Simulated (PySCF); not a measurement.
System: C₂H₁₀OSi₂ (charge 0, singlet). SMILES: C[SiH2]O[SiH2]C
Structure (B3LYP-D3(BJ)/def2-TZVP (Ansatz) minimum search):
```xyz
15

C     -2.6212     1.0509     0.2830
Si    -1.5864    -0.4112    -0.2267
O     -0.0018    -0.0485    -0.0061
Si     1.5574    -0.5405    -0.1403
C      2.6789     0.8309     0.4338
H     -2.3768     1.9295    -0.3171
H     -3.6837     0.8335     0.1496
H     -2.4550     1.2983     1.3333
H     -1.9350    -1.6023     0.5878
H     -1.8202    -0.7395    -1.6555
H      1.7608    -1.7570     0.6859
H      1.8426    -0.8859    -1.5557
H      2.5373     1.7288    -0.1708
H      3.7259     0.5288     0.3528
H      2.4794     1.0867     1.4762
```
Charge 0, spin multiplicity 1.

Dispersion corrections to the total energy (kcal/mol) from the dftd3 and dftd4 libraries through PySCF: D3(BJ) without and D4 with the three-body term, each with the damping fitted for the functional named.

```tsv
functional	D3(BJ)	D4
B2GP-PLYP	-5.28	-3.03
revPBE	-17.28	-21.04
B2PLYP	-6.04	-4.93
PBE0	[?]	-6.00
BHLYP	-10.13	[?]
B3LYP	-12.54	[?]
r2SCAN	-2.11	-1.83
```

Problem. Fill in the missing entries.

Solution. 
- PBE0, D3(BJ): -6.29
- BHLYP, D4: -8.70
- B3LYP, D4: -11.29
